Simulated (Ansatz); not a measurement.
Frontier orbitals of CH$_{5}$F$_{3}$GaN, SMILES `C[NH2+][Ga-]([F])([F])[F]`.

```xyz
11

C     1.0483    0.9097   -0.1461
N     0.4892   -0.3239    0.4414
Ga   -1.4205   -0.6748   -0.1816
F    -2.2079    0.7925    0.3863
F    -1.8034   -2.1637    0.6683
F    -1.1641   -0.7911   -1.9183
H     2.0694    1.0889    0.1927
H     0.4127    1.7468    0.1383
H     1.0308    0.8147   -1.2307
H     1.0573   -1.1289    0.1939
H     0.4884   -0.2701    1.4558
```

Total charge 0; spin multiplicity 1. Correlated methods include outer-core shells of Ga, which these sets cover unevenly. Scalar relativity is left out up to krypton. The geometry is a stationary point of PBE0-D4/def2-TZVP. It is one conformer, not always the lowest. Basis def2-TZVPP, the Gaussian-basis code of Ansatz.

```tsv
functional	HOMO (eV)	LUMO (eV)	gap (eV)
PBE	-8.18	-1.43	6.75
PBE0	-10.03	-0.52	9.51
B3LYP	-9.77	-0.90	8.87
r2SCANh	-9.32	-0.57	8.75
BHLYP	-11.73	0.15	11.88
CAM-B3LYP	-11.53	0.27	11.80
ωB97M-V	-12.43	1.02	13.45
HF	-14.26	2.28	16.54
```

Against PBE, PBE0 changes HOMO and LUMO by −1.85 and +0.91 eV, ωB97M-V by −4.25 and +2.45 eV. A gap of 6.75 eV thus becomes 13.45 eV for the same molecule, so an orbital gap means little without its functional. A positive LUMO is unbound and depends on the basis.

B3LYP here is the variant with VWN-RPA as its local correlation; programs differ in this.
